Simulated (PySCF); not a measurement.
# Electronic structure of Re (rhenium, neutral) at the M06-2X level

Configuration: [Xe] 4f14 5d5 6s2, high-spin 6S determinant. All numbers are calculated (PySCF 2.14, a scalar-relativistic core potential, in aug-cc-pVDZ-PP with ECP60MDF).

```json
{
 "Total energy": "-78.3744 hartree",
 "One-electron energy": "-133.0851 hartree",
 "Hartree (Coulomb) energy": "63.0775 hartree",
 "Exchange-correlation energy": "-8.3668 hartree",
 "⟨S²⟩": "8.7809",
 "⟨L²⟩": "0.000",
 "Sum of ⟨r⟩": "25.41 bohr",
 "Sum of ⟨r²⟩": "57.16 bohr²",
 "Time after the integrals": "2 s of wall time on 1 thread of Neoverse-V1 (shared host)"
}
```

```tsv
shell	electrons	mean orbital energy (hartree)	rms radius, mean of both spins (bohr)
5s α	1	-3.40535	1.12
5s β	1	-3.27788	1.12
5p α	3	-1.97020	1.31
5p β	3	-1.80741	1.31
5d α	5	-0.34575	2.05
6s α	1	-0.30189	3.42
6s β	1	-0.21761	3.42
```

Energies and moments cover only the electrons outside the core potential. Spin-orbit coupling, which splits the p, d and f shells strongly at this Z, is absent.
